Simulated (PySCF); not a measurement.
Se(SH)(GeH3) (GeH₄SSe), SMILES S[Se][GeH3].

Geometry optimised at PBE-D3(BJ)/def2-SVP. The structure was generated by enumeration, and PubChem lists no compound with its InChIKey, so it may never have been made. The values are those of a single conformer.

Computed with TDA-ωB97X/def2-SVPD (PySCF).

Vertical excitations. 

Computed excitation energies, oscillator strengths and character:
```tsv
state	energy (eV)	λ (nm)	f	main pairs
S1	3.95	314	0.002	HOMO→LUMO 93 %
S2	4.21	295	0.004	HOMO−1→LUMO 93 %
S3	5.36	231	0.013	HOMO→LUMO+1 87 %
S4	6.03	206	0.010	HOMO−1→LUMO+2 42 %, HOMO−1→LUMO+1 32 %, HOMO−1→LUMO+3 7 %
S5	6.47	192	0.081	HOMO−1→LUMO+1 45 %, HOMO−2→LUMO 14 %, HOMO→LUMO+2 10 %
S6	6.53	190	0.019	HOMO→LUMO+2 66 %
S7	6.66	186	0.060	HOMO−2→LUMO 44 %, HOMO−3→LUMO 25 %, HOMO−1→LUMO+2 8 %
S8	7.38	168	0.006	HOMO→LUMO+3 57 %, HOMO→LUMO+4 10 %
S9	7.48	166	0.201	HOMO−3→LUMO 32 %, HOMO−2→LUMO 18 %, HOMO→LUMO+3 7 %, HOMO−1→LUMO+3 6 %
S10	7.64	162	0.004	HOMO→LUMO+4 46 %, HOMO→LUMO+7 13 %, HOMO→LUMO+9 11 %
T1	3.28	378	0	HOMO→LUMO 92 %
T2	3.57	348	0	HOMO−1→LUMO 92 %
T3	4.89	254	0	HOMO→LUMO+1 87 %
T4	5.42	229	0	HOMO−2→LUMO 57 %, HOMO−1→LUMO+1 18 %
```
Triplets are in the Tamm–Dancoff approximation.
